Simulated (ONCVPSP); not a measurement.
magnesium (Mg): excitation energies, all-electron against ONCV

ONCVPSP 4.0.1 input, shortened (lines: element, Z, core and valence counts, functional; n l f; lmax; l rc ep ncon nbas qcut; lloc lpopt rc5 dvloc0; l nproj debl; icmod fcfact rcfact), LDA (Perdew-Wang 92), scalar-relativistic:

```
  Mg 12.00    1    4  -001012      upf
    1    0    2.00
    2    0    2.00
    2    1    6.00
    3    0    1.00
    3    1    1.00
    1
    0    1.30    0.00    4    7   11.30
    1    1.40    0.00    3    8   12.00
    4    3    0.95    0.00
    0    2    3.50
    1    2    2.70
    3    5.00    1.55
```

Energies are relative to the spin-unpolarised reference configuration 2s2 2p6 3s1 3p1; without spin polarisation the order of configurations can differ from experiment.

| valence configuration | charge | ΔE all-electron (eV) | error AE − PS (meV) |
| --- | --- | --- | --- |
| 2s2 2p6 3s2 3p0 | 0 | -3.521 | -0.1 |
| 2s2 2p6 3s1 3p0 | +1 | 4.547 | +0.1 |
| 2s2 2p6 3s0 3p0 | +2 | 19.590 | -1.1 |
| 2s1 2p6 3s2 3p0 | +1 | 87.399 | -403 |

Levels in the configuration 2s1 2p6 3s2 3p0:

```
level  all-electron (eV)  pseudo (eV)
   2s           -103.114     -103.988
   2p            -70.736      -70.689
   3s            -14.290      -14.326
```
